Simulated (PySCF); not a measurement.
## Frontier orbitals and the lowest excitations

Compound: C5H8O3.
Structure used (GFN2-xTB), in Å, numbered top down from 1:
```xyz
16
C5H8O3 angstrom
C     -1.614    1.484    0.238
C     -0.820    0.419    0.170
C     -1.314   -0.994   -0.004
O     -2.710   -1.121    0.031
C      0.650    0.621    0.266
O      1.183    1.686    0.450
O      1.330   -0.526    0.117
C      2.745   -0.424    0.192
H     -1.191    2.465    0.365
H     -2.684    1.406    0.151
H     -1.003   -1.366   -0.985
H     -0.841   -1.633    0.757
H     -3.030   -0.791    0.878
H      3.138   -1.379   -0.147
H      3.055   -0.226    1.220
H      3.100    0.390   -0.444
```

Level of theory: TDDFT CAM-B3LYP/def2-SVPD, vertical, gas phase, core orbitals frozen in the response (PySCF 2.14.0, density-fitted response routines).

Frontier orbitals with the atoms that hold most of them (Löwdin shares over 4%, at most four atoms; ? is withheld):

| orbital | ε (eV) | atoms |
| --- | --- | --- |
| LUMO+2 | 1.41 | C8 22%, O4 16%, H13 10%, H14 9% |
| LUMO+1 | 0.97 | C3 14%, O4 13%, C1 10%, C5 10% |
| LUMO | -0.29 | C1 26%, C2 19%, C5 18%, O6 14% |
| HOMO | ? | ? |
| HOMO-1 | -9.62 | ? |
| HOMO-2 | -10.18 | O4 39%, O6 22%, C3 8%, C2 8% |
| HOMO-3 | -10.52 | O7 46%, O6 22%, C8 11%, C5 7% |

Q: Give the leading atoms of the HOMO.

A: C1 (bonded to C and 2 H) 28%; C2 (bonded to 3 C) 27%; C3 (bonded to C, O and 2 H) 10%; O4 (bonded to C and H) 10%. By element: carbon 65% or more, oxygen 10% or more.

Q: Give the leading atoms of the HOMO-1.

A: O6 (bonded to C) 46%; O4 (bonded to C and H) 19%; C2 (bonded to 3 C) 11%; C5 (bonded to C and 2 O) 6%. By element: oxygen 65% or more, carbon 17% or more.

Q: What is the HOMO energy, and the HOMO–LUMO gap?

A: ε(HOMO) = -9.27 eV; the gap is 8.98 eV (0.3300 hartree).

Q: The HOMO–LUMO gap is 8.98 eV. Where does the response calculation put the lowest singlet, and from which orbitals?

A: S1 is at 5.14 eV (f = 0.0002), 3.84 eV below the gap, made of HOMO-1→LUMO (78%), HOMO-2→LUMO (14%). Its leading pair isn't HOMO and LUMO; the energies of that pair differ by 9.34 eV. Without the coupling terms of the response equations the lowest excitation would equal the gap.

Q: One configuration dominates each of S1, S2 and S3. Which, and how do the shares of the two leading atoms of either orbital change from the occupied to the empty one?

A: 
- S1 (5.14 eV, f 0.0002), HOMO-1→LUMO (78%): O6 46% → 14%, O4 19% → at most 15%, C1 at most 7% → 26%, C2 11% → 19%
- S2 (6.10 eV, f 0.188), HOMO→LUMO (95%): C1 28% → 26%, C2 27% → 19%
- S3 (6.58 eV, f 0.062), HOMO-2→LUMO (73%): O4 39% → at most 15%, O6 22% → 14%, C1 at most 8% → 26%, C2 8% → 19%

One conformer stands for the species.
